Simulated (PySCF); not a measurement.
PySCF input (CCSD(T)/cc-pVDZ):

```python
from pyscf import gto, scf, mp, cc as ccmod

mol = gto.M(
    atom='''
    Al   -0.15526539   -0.72569440   -0.28210757
    C     0.39017292    1.03799155    0.41475884
    H    -0.08535335    1.20433579    1.38767278
    H     0.02484031    1.82089132   -0.25900463
    H     1.46645436    1.16248934    0.53339726
    H    -1.72852874   -0.98163855   -0.48322008
    ''',
    basis='cc-pvdz',
    charge=0,
    spin=1,
    verbose=4,
)

mf = scf.UHF(mol)
mf.conv_tol = 1e-10
mf.max_cycle = 100
mf.kernel()
mo, _, stable, _ = mf.stability(return_status=True)
if not stable:
    mf.kernel(mf.make_rdm1(mo, mf.mo_occ))
mp2 = mp.MP2(mf, frozen=6).run()
cc = ccmod.CCSD(mf, frozen=6)
cc.max_cycle = 100
cc.kernel()
et = cc.ccsd_t()
print(f'E(CCSD(T)) = {cc.e_tot + et:.9f}')
```

End of the output:

```
Extra cycle  E= -282.073141997877  delta_E= -6.76e-12  |g|= 1.13e-06  |ddm|= 3.72e-06
converged SCF energy = -282.073141997877  <S^2> = 0.75372234  2S+1 = 2.0037189
uhf_internal: lowest eigs of H = [0.1475752  0.32684389 0.36554667]
<class 'pyscf.scf.uhf.UHF'> wavefunction is stable in the internal stability analysis

******** <class 'pyscf.mp.ump2.UMP2'> ********
nocc = (np.int64(6), np.int64(5)), nmo = (46, 46)
frozen orbitals 6
E(UMP2) = -282.273098431821  E_corr = -0.199956433944141
E(SCS-UMP2) = -282.279371434388  E_corr = -0.206229436511267
E_corr(same-spin) = -0.0389057125635034
E_corr(oppo-spin) = -0.161050721380638

******** <class 'pyscf.cc.uccsd.UCCSD'> ********
CC2 = 0
CCSD nocc = (np.int64(6), np.int64(5)), nmo = (46, 46)
frozen orbitals 6
max_cycle = 100
direct = 0
conv_tol = 1e-07
conv_tol_normt = 1e-06
diis_space = 6
diis_start_cycle = 0
diis_start_energy_diff = 1e+09
Init t2, MP2 energy = -0.19995642953495
Init E_corr(UCCSD) = -0.19995642953644
cycle = 1  E_corr(UCCSD) = -0.2219365486292  dE = -0.0219801191  norm(t1,t2) = 0.0590886
cycle = 2  E_corr(UCCSD) = -0.228070559843793  dE = -0.00613401121  norm(t1,t2) = 0.0218241
cycle = 3  E_corr(UCCSD) = -0.231162221707187  dE = -0.00309166186  norm(t1,t2) = 0.0108976
cycle = 4  E_corr(UCCSD) = -0.231191505122449  dE = -2.92834153e-05  norm(t1,t2) = 0.00313746
cycle = 5  E_corr(UCCSD) = -0.231097919896194  dE = 9.35852263e-05  norm(t1,t2) = 0.0014074
cycle = 6  E_corr(UCCSD) = -0.231108765983342  dE = -1.08460871e-05  norm(t1,t2) = 0.000493804
cycle = 7  E_corr(UCCSD) = -0.231115992751351  dE = -7.22676801e-06  norm(t1,t2) = 0.000156301
cycle = 8  E_corr(UCCSD) = -0.23111556105148  dE = 4.3169987e-07  norm(t1,t2) = 5.75665e-05
cycle = 9  E_corr(UCCSD) = -0.231115556695082  dE = 4.35639799e-09  norm(t1,t2) = 2.37886e-05
cycle = 10  E_corr(UCCSD) = -0.23111530564722  dE = 2.51047862e-07  norm(t1,t2) = 8.30623e-06
cycle = 11  E_corr(UCCSD) = -0.23111512205783  dE = 1.8358939e-07  norm(t1,t2) = 3.68531e-06
cycle = 12  E_corr(UCCSD) = -0.231115074360546  dE = 4.76972839e-08  norm(t1,t2) = 1.44424e-06
cycle = 13  E_corr(UCCSD) = -0.231115056641517  dE = 1.77190288e-08  norm(t1,t2) = 7.50015e-07
UCCSD converged
E(UCCSD) = -282.3042570545185  E_corr = -0.2311150566415171
UCCSD(T) correction = -0.00583009745737346
E(CCSD(T)) = -282.310087152
```

It need not be the lowest isomer of its formula.
